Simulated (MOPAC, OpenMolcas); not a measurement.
C2H6Te (dimethyl telluride): methods side by side

C2H6Te has 9 atoms, charge 0, and is taken as a singlet. As SMILES, `C[Te]C`. Geometry: relaxed at PBE0-D4/def2-TZVP.

```xyz
9

C    -0.7772    1.0191   -0.8912
Te    1.2436    0.3715   -0.6460
C     0.7821   -1.0339    0.8952
H    -1.3996    0.1800   -1.1962
H    -0.7815    1.7785   -1.6723
H    -1.1419    1.4516    0.0385
H     0.0941   -1.7865    0.5148
H     1.7165   -1.5104    1.1894
H     0.3526   -0.5162    1.7507
```

Quantity: the HOMO–LUMO gap, in eV. The values are calculated.

| level | kind | program | value (eV) |
| --- | --- | --- | --- |
| PM7 | semi-empirical | MOPAC | 9.41 |
| HF/def2-SVP (core potential) | Hartree–Fock | OpenMolcas | 11.02 |
| SVWN5/def2-SVP (core potential) | LDA | OpenMolcas | 3.49 |
| PBE/def2-SVP (core potential) | GGA | OpenMolcas | 3.55 |
| M06-L/def2-SVP (core potential) | meta-GGA | OpenMolcas | 3.90 |
| TPSS/def2-SVP (core potential) | meta-GGA | OpenMolcas | 3.77 |
| PBE0/def2-SVP (core potential) | global hybrid | OpenMolcas | 5.46 |
| B2PLYP/def2-SVP (core potential) | double hybrid | OpenMolcas | 7.49 |

The values span 3.49 to 11.02 eV. Orbital gaps aren't excitation energies, and those of double hybrids come from the SCF part alone; they tend to grow with the share of exact exchange.
